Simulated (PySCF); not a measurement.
**`Oc1ccc(S)cc1`, C6H6OS**

Geometry:
```csv
atom,x (Å),y (Å),z (Å)
O1,-2.601,0.757,0.030
C2,-1.295,0.413,0.042
C3,-0.857,-0.913,0.079
C4,0.503,-1.209,0.090
C5,1.456,-0.186,0.065
S6,3.167,-0.641,0.081
C7,1.012,1.141,0.028
C8,-0.345,1.439,0.017
H9,-3.140,-0.041,0.050
H10,-1.587,-1.728,0.099
H11,0.823,-2.254,0.118
H12,3.661,0.613,0.050
H13,1.735,1.960,0.008
H14,-0.691,2.474,-0.011
```

The calculation used PySCF 2.14.0, quadratic response CAM-B3LYP/aug-cc-pVDZ first hyperpolarisability, Taylor convention, gas phase. Geometry: PBE0-D3(BJ)/def2-SVP.

Question: Give β for the processes computed.

Answer: In au, Taylor convention; the vector part is βᵢ = ⅓ Σⱼ (βᵢⱼⱼ + βⱼᵢⱼ + βⱼⱼᵢ); β∥ is 3/5 of the vector part along the dipole, the dipole points from − to +:
```
                   process  λ (nm)  β vector norm    β∥  β HRS  depolarisation ratio
           static β(0;0,0)       ∞          183.5  86.2   79.1                  4.42
second harmonic β(−2ω;ω,ω)    1907          187.6  87.9   82.3                  4.15
         Pockels β(−ω;ω,0)    1907          184.9  86.8      –                     –
second harmonic β(−2ω;ω,ω)    1064          195.9  91.3   91.1                  3.50
         Pockels β(−ω;ω,0)    1064          187.9  88.0      –                     –
```

Question: Which lowest excitations, dipole and polarisabilities go with it?

Answer: S1 4.58 eV (f = 0.033); S2 4.79 eV (f = 0.003); S3 5.16 eV (f = 0.000); dipole 1.09 D; isotropic α 97.5 au static, 97.9 au at 1907 nm, 98.9 au at 1064 nm, 99.2 au at 953.5 nm, 103.6 au at 532 nm.
